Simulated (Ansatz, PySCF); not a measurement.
Si(Me)2(Cl)2 (C₂H₆Cl₂Si), SMILES C[Si](C)(Cl)Cl.

Coordinates come from a r2SCAN-D4/def2-SVP optimisation. The isomer is the one that the SMILES or the coordinates give; other isomers of the formula were not compared.

Vertical ionisation energy (IE) and electron affinity (EA) in eV. Rows of orbital energies are one-electron estimates. Where ΔSCF, EOM or ADC give a negative EA the extra electron is unbound and the value depends on the basis.

```json
[
 {"level": "−ε(HOMO), −ε(LUMO), HF/def2-TZVP (PySCF)", "IE": "?", "EA": "?"},
 {"level": "ΔSCF, CAM-B3LYP/def2-TZVPD (Ansatz), final states of multiplicity 2 and 2", "IE": "10.85", "EA": "-0.92"}
]
```

**Question.** Fill in the missing entries. (An estimate is asked for; the answer gives what the named calculation found.)

**Answer.** 
- −ε(HOMO), −ε(LUMO), HF/def2-TZVP (PySCF), IE: 11.85
- −ε(HOMO), −ε(LUMO), HF/def2-TZVP (PySCF), EA: -3.39

**Question.** What vertical singlet–triplet gap does ΔSCF give with CAM-B3LYP/def2-TZVPD (Ansatz, a quantum-chemistry and plane-wave program)? (Estimate from the structure and the level; the computed values follow.)

**Answer.** 7.78 eV (triplet above singlet where positive).
